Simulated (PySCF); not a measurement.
Pb (lead, neutral) across methods

[Xe] 4f14 5d10 6s1 6p2 6d1, one real determinant (an excited configuration). Computed with PySCF 2.14 in aug-cc-pwCVDZ-PP with ECP60MDF (6s5p4d1f, 48 functions), with scalar relativity through the core potential.

```csv
method,E (hartree),mean ε 6s α (eV),mean ε 6p α (eV),mean ε 6d α (eV),Σ⟨r²⟩ (bohr²),⟨S²⟩
r2SCAN,-192.4340,-16.336,-6.752,0.225,82.06,6.004
M06-2X,-192.2385,-19.093,-8.523,-0.453,81.70,6.003
LC-wPBE,-192.3710,-20.399,-9.903,-1.258,81.49,6.003
LDA,-192.0578,-15.988,-6.489,0.178,82.00,6.001
PBE0,-192.3484,-17.224,-7.372,-0.194,82.01,6.002
PW91,-192.4463,-15.774,-6.409,0.108,82.08,6.002
UHF,-191.39891,-20.911,-9.899,-0.884,82.70,6.006
PBE,-192.3695,-15.712,-6.358,0.131,82.20,6.002
```

Estimate the same row for TPSSh.

E (hartree) = -192.2842; mean ε 6s α (eV) = -16.351; mean ε 6p α (eV) = -6.788; mean ε 6d α (eV) = 0.039; Σ⟨r²⟩ (bohr²) = 82.23; ⟨S²⟩ = 6.002.

⟨L²⟩ = 8.01 against 12 for a pure F term, so this real determinant mixes terms. Energies and moments cover only the electrons outside the core potential. Spin-orbit coupling is strong in this species (close to jj coupling), so the high-spin LS determinant is a model state, not a physical level. The outer electron is Rydberg-like, and this basis confines it to a smaller radius and binds it less than a complete one would.

The highest occupied level is positive at r2SCAN, LDA, PW91, PBE, TPSSh: only the finite basis holds that electron, which in a density functional comes from self-interaction.
